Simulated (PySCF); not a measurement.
## Mayer bond orders and bond lengths

C3H6F2Si.
Numbering: `[CH3:1]/[C:2]([F:3])=[CH:4]\[SiH2:5][F:6]` (hydrogens: H7, H8, H9 on C1; H10 on C4; H11, H12 on Si5)

Cartesian coordinates in Å at the GFN2-xTB level; atoms count from 1:
```xyz
12
C3H6F2Si angstrom
C     -1.5306   -0.6424   -0.1238
C     -0.8538    0.6584   -0.3586
F     -1.7192    1.5991   -0.8248
C      0.4152    0.9969   -0.1803
Si     1.7760   -0.1226    0.4478
F      1.6416   -1.5624   -0.2703
H     -1.9561   -1.0077   -1.0587
H     -2.3511   -0.5039    0.5806
H     -0.8342   -1.3753    0.2664
H      0.6775    2.0200   -0.4138
H      1.6547   -0.4346    1.8660
H      3.0813    0.3737    0.0435
```

Bond orders from the PBE0/pcSseg-1 density (PySCF). The structure is a single GFN2-xTB conformer in the gas phase; no vibrational or solvent corrections.

(1) Where do the orders between heavy atoms depart from those drawn in the SMILES?

(2) Set the Mayer orders of the bonds beside their lengths.

Answers

(1) The largest departure is 0.111, at C2–C4 (drawn double, 1.889) and Si5–F6 (drawn single, 0.890).

(2) 
```json
{"bond": "C1–C2", "drawn as": "single", "length (Å)": "1.485", "Mayer order": "1.078"}
{"bond": "C2–F3", "drawn as": "single", "length (Å)": "1.361", "Mayer order": "0.938"}
{"bond": "C2–C4", "drawn as": "double", "length (Å)": "1.325", "Mayer order": "1.889"}
{"bond": "C4–Si5", "drawn as": "single", "length (Å)": "1.871", "Mayer order": "0.893"}
{"bond": "Si5–F6", "drawn as": "single", "length (Å)": "1.615", "Mayer order": "0.890"}
{"bond": "C1–H7", "drawn as": "single", "length (Å)": "1.090", "Mayer order": "0.935"}
{"bond": "C1–H8", "drawn as": "single", "length (Å)": "1.090", "Mayer order": "0.934"}
{"bond": "C1–H9", "drawn as": "single", "length (Å)": "1.084", "Mayer order": "0.942"}
{"bond": "C4–H10", "drawn as": "single", "length (Å)": "1.082", "Mayer order": "0.906"}
{"bond": "Si5–H11", "drawn as": "single", "length (Å)": "1.457", "Mayer order": "0.926"}
{"bond": "Si5–H12", "drawn as": "single", "length (Å)": "1.454", "Mayer order": "0.923"}
```

Bonds between the same two heavy elements. C–C: lowest C1–C2 (1.078, 1.485 Å), highest C2–C4 (1.889, 1.325 Å).

Task: Sum the orders of all bonds at each heavy atom with more than one neighbour and set the sums beside the valence in the SMILES.

Result: C1 3.889 (drawn 4), C2 3.905 (drawn 4), C4 3.688 (drawn 4), Si5 3.632 (drawn 4). Orders between atoms that aren't bonded are not in these sums.

For a closed shell the Mayer order of atoms A and B is Σ (PS)μν (PS)νμ over the basis functions μ on A and ν on B, with P the density and S the overlap matrix.
